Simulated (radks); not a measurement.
Pd26+, 20 electrons, occupied as [Ar] 3d2. Method: scalar-relativistic Kohn-Sham, PBEsol, spin-unpolarised, spherical densities, finite nucleus; Fermi nuclear charge, rms radius 4.5318 fm; computed with a radial shooting solver on a logarithmic mesh with Libxc functionals.

Normalised radial functions P(r) = r R(r), r in bohr:

| r | 2s |
|---|---|
| 0.001088 | 0.2570 |
| 0.001217 | 0.2839 |
| 0.001362 | 0.3133 |
| 0.001511 | 0.3430 |
| 0.00169 | 0.3779 |
| 0.00189 | 0.4159 |
| 0.002114 | 0.4571 |
| 0.002346 | 0.4985 |
| 0.002624 | 0.5465 |
| 0.002935 | 0.5981 |
| 0.003283 | 0.6533 |
| 0.003672 | 0.7121 |
| 0.004074 | 0.7698 |
| 0.004557 | 0.8350 |
| 0.005097 | 0.9029 |
| 0.005701 | 0.9729 |
| 0.006326 | 1.0392 |
| 0.007075 | 1.1107 |
| 0.007914 | 1.1811 |
| 0.008852 | 1.2486 |
| 0.009901 | 1.3109 |
| 0.01099 | 1.3619 |
| 0.01229 | 1.4064 |
| 0.01374 | 1.4367 |
| 0.01537 | 1.4485 |
| 0.01706 | 1.4391 |
| 0.01908 | 1.4025 |
| 0.02134 | 1.3335 |
| 0.02387 | 1.2273 |
| 0.0267 | 1.0794 |
| 0.02963 | 0.9015 |
| 0.03314 | 0.6643 |
| 0.03706 | 0.3794 |
| 0.04146 | 0.0492 |
| 0.046 | -0.2930 |
| 0.05145 | -0.6912 |
| 0.05755 | -1.1070 |
| 0.06437 | -1.5230 |
| 0.072 | -1.9186 |
| 0.07989 | -2.2473 |
| 0.08936 | -2.5376 |
| 0.09995 | -2.7407 |
| 0.1118 | -2.8396 |
| 0.124 | -2.8298 |
| 0.1387 | -2.7096 |
| 0.1552 | -2.4864 |
| 0.1736 | -2.1814 |
| 0.1942 | -1.8244 |
| 0.2154 | -1.4758 |
| 0.241 | -1.1130 |
| 0.2695 | -0.7897 |
| 0.3015 | -0.5241 |
| 0.3345 | -0.3353 |
| 0.3741 | -0.1916 |
| 0.4185 | -0.1001 |
| 0.4681 | -0.0474 |
| 0.5236 | -0.0201 |
| 0.5809 | -0.0081 |
| 0.6498 | -0.0027 |
| 0.7268 | -0.0008 |
| 0.8129 | -0.0002 |
| 0.902 | 0.0000 |
| 1.009 | 0.0000 |
| 1.128 | 0.0000 |

2s: eigenvalue -4661.3 eV, 1 radial node at r = 0.0421 bohr, <r> = 0.137 bohr, 90 % of the charge inside 0.212 bohr.
